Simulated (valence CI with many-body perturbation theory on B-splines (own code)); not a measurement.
**Questions on Ho52+**

Level of theory: configuration interaction combined with many-body perturbation theory (CI+MBPT): five valence electrons over a frozen Dirac-Fock core [Ne], a basis of 9 s, 9 p, 8 d, 6 f, 3 g, 1 h functions for each j, with the one-electron correlation potential Σ1, the two-electron term Σ2, the three-electron term Σ3, Breit, model QED; selected CI, second order for the rest (own B-spline code, finite nucleus).

No measured spectrum was set against this ion. As an estimate, large intervals hold to a few tenths of a per cent, small ones and those within an open d or f shell to about a per cent. Among the levels kept, up to 600 cm⁻¹ of a level comes from second order outside the variational space, and about a tenth of that is noise between levels of different J, which matters for small intervals.

Levels are named by their leading jj configuration (3d3/2^4 stands for four electrons in 3d with j = 3/2), which in mixed levels can hold well under half, so a name can repeat and another be missing.

Rates and lifetimes use the calculated energies. Strong lines usually hold to 10 to 20 %, long lifetimes can be off by a factor of two.

(1) What is the ground level?

(2) What is the ionisation energy?

(3) Where does the other parity begin?

(4) How well does LS coupling describe the low levels?

(5) Among levels below 683.67 eV, which E1 lines absorb most strongly from the ground level?

Answers

(1) (3s^2 3p1/2^2 3p3/2) J=3/2, composition 47 % 3s2 3p3 2P° + 26 % 3s2 3p3 2D° + 26 % 3s2 3p3 4S°, g = 1.354.

(2) 4804.4 eV; NIST lists 4802 ± 4 eV (theoretical).

(3) At (3s^2 3p1/2^2 3d3/2) J=3/2, 201.94 eV.

(4) Among the lowest 20 levels the leading LS term, summed over configurations, holds 53 % on average. For single configurations the figures are 52 % in LS and 93 % in jj coupling. Terms mix most in the J = 5/2 level at 263.41 eV, where the leading one holds 32 %.

(5) to (3s^2 3p1/2 3p3/2 3d3/2) J=3/2 at 2.731 nm, f = 0.315; to (3s^2 3p1/2 3p3/2 3d3/2) J=5/2 at 2.781 nm, f = 0.276; to (3s^2 3p1/2 3p3/2 3d3/2) J=1/2 at 2.731 nm, f = 0.114.
